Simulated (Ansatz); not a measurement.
## Match the barriers

Saddle point of CH$_{7}$GaO, singlet (CH₅Ga ([CH3][GaH2]) + H₂O → GaH₃O ([OH][GaH2]) + CH₄; bonds formed: C2–H5; dative contacts that become bonds: Ga1–O6; bonds broken: Ga1–C2, H5–O6), PBE0-D4/def2-TZVP structure:

```
10
angstrom
Ga 0.0497 -1.0968 0.3939
C 0.7212 0.8541 -0.3723
H 0.5009 -2.2094 -0.5978
H 0.1351 -1.0833 1.9553
H -0.6420 0.4540 -0.3239
O -1.6477 -0.2653 -0.2109
H 0.8062 1.0375 -1.4448
H 0.5974 1.8001 0.1602
H 1.7070 0.4800 -0.0568
H -2.2279 0.0290 0.4971
```

Ansatz 0.2.0; basis: def2-TZVPP, with def2-QZVPP for the basis limit; cores frozen in the correlated methods. Filled d shells of the heavier atoms are correlated. The def2 sets are not built for correlating such inner shells, so the correlated values are less sure here. Extrapolation: Hartree–Fock as exp(−7.88 √X), correlation as X^−2.97. Four methods, as single points on the PBE0-D4 structures, gave these electronic barriers from the start structure: 0.632, 0.908, 1.053, 1.585 eV.

(1) The methods were, in alphabetical order, HF, MP2, r2SCAN-D4, SPW92. Which gave which? (Judge from chemistry; the calculation decides.)

No T1 diagnostic of these runs exceeds 0.014.

Results:

(1) By the calculation: SPW92 0.632; r2SCAN-D4 0.908; MP2 1.053; HF 1.585 eV. For comparison, CCSD(T) at an estimated basis limit (MP2 extrapolated from triple and quadruple zeta, plus CCSD(T) − MP2 in triple zeta) gives 1.098 eV.

The step is the kind of ligand exchange by which a precursor binds to a hydroxyl group, or is hydrolysed, in atomic layer deposition of oxides.

Labels in which every atom is bracketed show which atoms are joined, not bond orders.

For scale, one of the runs: CCSD(T)/def2-TZVPP, 208 basis functions (an equivalent command: `ansatz run in.yaml --threads 4`). Time: 69 s of wall clock on 4 CPU threads; the host was shared. Peak host memory: 2.8 GiB.
